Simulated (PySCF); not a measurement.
Isomers of C5H8Si. Level of theory: TDDFT CAM-B3LYP/def2-SVPD, vertical, gas phase, core orbitals frozen in the response in PySCF 2.14.0, density-fitted response routines. Geometries: GFN2-xTB; one conformer of each isolated species. Triplets are in the Tamm–Dancoff approximation.

A. `CC1=CC=C[SiH2]1`
B. `C([SiH]1CC1)#CC`
C. `[SiH3]CC=C1C=C1`
D. `C#CCC(=C)[SiH3]`

Lowest singlet levels (six at most, fewer where fewer were computed) with oscillator strengths:

1. 192 nm (f 0.002); 188 nm (f 0.025); 181 nm (f 0.001); 177 nm (f 0.010); 173 nm (f 0.368); 168 nm (f 0.016); T1 4.33 eV
2. 222 nm (f 0.001); 214 nm (f 0.181); 204 nm (f 0.000); 192 nm (f 0.000); 186 nm (f 0.007); 185 nm (f 0.224); T1 4.50 eV
3. 289 nm (f 0.013); 223 nm (f 0.003); 203 nm (f 0.006); 200 nm (f 0.002); 196 nm (f 0.014); 191 nm (f 0.501); T1 3.23 eV
4. 290 nm (f 0.078); 220 nm (f 0.000); 206 nm (f 0.001); 202 nm (f 0.003); 194 nm (f 0.002); 180 nm (f 0.026); T1 2.58 eV

Task: Which spectrum belongs to which structure?

Result: 1 = D, 2 = B, 3 = C, 4 = A.
- A: S1 at 4.28 eV, HOMO→LUMO (98%); Löwdin shares by element: HOMO carbon 83% or more (atoms not listed hold the other 17%); LUMO carbon 72% or more (atoms not listed hold the other 28%); HOMO -7.61 and LUMO -0.19 eV; point group Cs, 1 of its 6 listed states under f = 0.0005.
- B: S1 at 5.58 eV, HOMO→LUMO+2 (70%), HOMO→LUMO+1 (10%); Löwdin shares by element: HOMO carbon 54% or more, silicon 22% (atoms not listed hold the other 24%); LUMO carbon 41% or more, silicon 26% (atoms not listed hold the other 32%); HOMO -7.75 and LUMO 0.95 eV.
- C: S1 at 4.30 eV, HOMO→LUMO (98%); Löwdin shares by element: HOMO carbon 77% or more (atoms not listed hold the other 23%); LUMO carbon 83% or more, hydrogen 8% or more; HOMO -6.98 and LUMO 0.55 eV.
- D: S1 at 6.46 eV, HOMO-1→LUMO (43%), HOMO-1→LUMO+7 (20%); Löwdin shares by element: HOMO carbon 83% or more (atoms not listed hold the other 17%); LUMO carbon 57% or more, silicon 8%, hydrogen 6% or more (atoms not listed hold the other 29%); HOMO -9.07 and LUMO 0.72 eV.
A and C have S1 within 0.02 eV of each other; their strongest listed levels stand at 4.28 eV (f 0.078) and 6.51 eV (f 0.501).
